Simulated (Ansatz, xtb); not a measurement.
BrClGeH4Si: which of two isomers lies lower

Structure a: `[SiH3][Ge@@H]([Cl])[Br]`, a singlet. Structure b: `Cl[Si@@H]([GeH3])Br`, a singlet. Both are isolated molecules in the gas phase, relaxed with PBE-D3(BJ)/def2-SVP.

Quicker runs give these differences E(b) − E(a): GFN2-xTB +17.0 kcal/mol; HF/STO-3G −1.1 kcal/mol (at GFN2-xTB geometries); r2SCAN-D4/def2-SVP −4.7 kcal/mol (at GFN2-xTB geometries).

**Question.** Estimate E(b) − E(a) at the level CCSD(T)/def2-SVP + ΔMP2/def2-TZVPP.

**Answer.** Calculated at CCSD(T)/def2-SVP + ΔMP2/def2-TZVPP: E(b) − E(a) = −6.2 kcal/mol, so structure b lies lower.

The same difference at several levels:

```json
{"level": "GFN2-xTB", "geometry": "GFN2-xTB", "E(b) − E(a) (kcal/mol)": "+17.0", "departure from the last row (kcal/mol)": "+23.2", "job, with rough time for the two": "optimisation, 0.5 s"}
{"level": "HF/STO-3G", "geometry": "GFN2-xTB", "E(b) − E(a) (kcal/mol)": "−1.1", "departure from the last row (kcal/mol)": "+5.2", "job, with rough time for the two": "single point, 2 s"}
{"level": "r2SCAN-D4/def2-SVP", "geometry": "GFN2-xTB", "E(b) − E(a) (kcal/mol)": "−4.7", "departure from the last row (kcal/mol)": "+1.6", "job, with rough time for the two": "single point, 10 s"}
{"level": "PBE-D3(BJ)/def2-SVP", "geometry": "PBE-D3(BJ)/def2-SVP", "E(b) − E(a) (kcal/mol)": "−5.1", "departure from the last row (kcal/mol)": "+1.1", "job, with rough time for the two": "optimisation, 56 s"}
{"level": "HF/def2-SVP", "geometry": "PBE-D3(BJ)/def2-SVP", "E(b) − E(a) (kcal/mol)": "−3.3", "departure from the last row (kcal/mol)": "+2.9", "job, with rough time for the two": "part of the CCSD(T) run"}
{"level": "MP2/def2-SVP", "geometry": "PBE-D3(BJ)/def2-SVP", "E(b) − E(a) (kcal/mol)": "−5.7", "departure from the last row (kcal/mol)": "+0.5", "job, with rough time for the two": "part of the CCSD(T) run"}
{"level": "CCSD(T)/def2-SVP", "geometry": "PBE-D3(BJ)/def2-SVP", "E(b) − E(a) (kcal/mol)": "−5.0", "departure from the last row (kcal/mol)": "+1.2", "job, with rough time for the two": "single point"}
{"level": "CCSD(T)/def2-SVP + ΔMP2/def2-TZVPP", "geometry": "PBE-D3(BJ)/def2-SVP", "E(b) − E(a) (kcal/mol)": "−6.2", "departure from the last row (kcal/mol)": "", "job, with rough time for the two": "single point, 1.9 min"}
```

As drawn, b has 1 Cl–Si, 1 Br–Si, 2 Ge–H in place of 1 Cl–Ge, 1 Br–Ge, 2 Si–H.

GFN2-xTB puts the two in the other order. The largest departure from CCSD(T)/def2-SVP + ΔMP2/def2-TZVPP is that of GFN2-xTB, 23.2 kcal/mol. The last row adds to CCSD(T) the change of the MP2 difference between the two basis sets, here −1.2 kcal/mol.

With thermal terms from frequencies at re-optimised GFN2-xTB minima (ideal gas, soft modes damped towards free rotors, one conformer each, 298.15 K, 1 atm): on the last row, ΔE + ΔZPE = −5.4, ΔH = −5.7, ΔG = −5.2 kcal/mol.

The correlated steps freeze 28 core orbitals; the filled d shell of Br and Ge is correlated, in a basis made for valence electrons. Programs: Ansatz 0.2.0, xtb 6.7.1; the last row on 2 threads of AMD EPYC (Zen 3) on a shared host.
